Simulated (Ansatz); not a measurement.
Energy profile

The step: BH₃ + H₂O → BH₃O ([BH2][OH]) + H₂; bonds formed: H2–H5; dative contacts that become bonds: B1–O6; bonds broken: B1–H2, H5–O6 (atoms numbered as in the saddle structure below).

```xyz
7
angstrom
B -0.4886 0.0009 -0.2182
H 0.0230 -1.2261 -0.3309
H -0.8675 0.3025 -1.3087
H -1.2496 -0.0399 0.7046
H 0.7611 -0.5641 -0.0551
O 0.8930 0.6766 0.1319
H 0.9285 0.8502 1.0766
```

Electronic energies by CCSD(T) at an estimated basis limit (MP2 extrapolated from triple and quadruple zeta, plus CCSD(T) − MP2 in triple zeta), on PBE0-D4/def2-TZVP structures; BH5O, singlet; no counterpoise correction. Ansatz 0.2.0; basis: def2-TZVPP and def2-QZVPP; cores frozen in the correlated methods. Extrapolation: Hartree–Fock as exp(−7.88 √X), correlation as X^−2.97.

Question: Give the profile in kcal/mol, counted from the separated reactants. (Judge from chemistry; the value comes from the calculation.)

Answer: Computed:
| point | kcal/mol |
| --- | --- |
| separated: BH3 (B1, H2, H3, H4; singlet) + H2O (H5, O6, H7; singlet) | 0.00 |
| start structure | -14.47 |
| saddle | 10.01 |
| end structure | -30.64 |
| separated: BH3O (linked as [BH2][OH]; B1, H3, H4, O6, H7; singlet) + H2 (H2, H5; singlet) | -30.22 |

The T1 diagnostic stays at or below 0.014.

The step is the kind of ligand exchange by which a precursor binds to a hydroxyl group, or is hydrolysed, in atomic layer deposition of oxides.

For scale, one of the runs: CCSD(T)/def2-TZVPP, 132 basis functions, launched by `ansatz run in.yaml --threads 2 --pin off --events-out ev --progress --plain --max-ram 4352MiB`. Hardware: 2 CPU threads of an Arm Neoverse V1, shared host. Wall time 6 s; peak host memory 0.68 GiB.
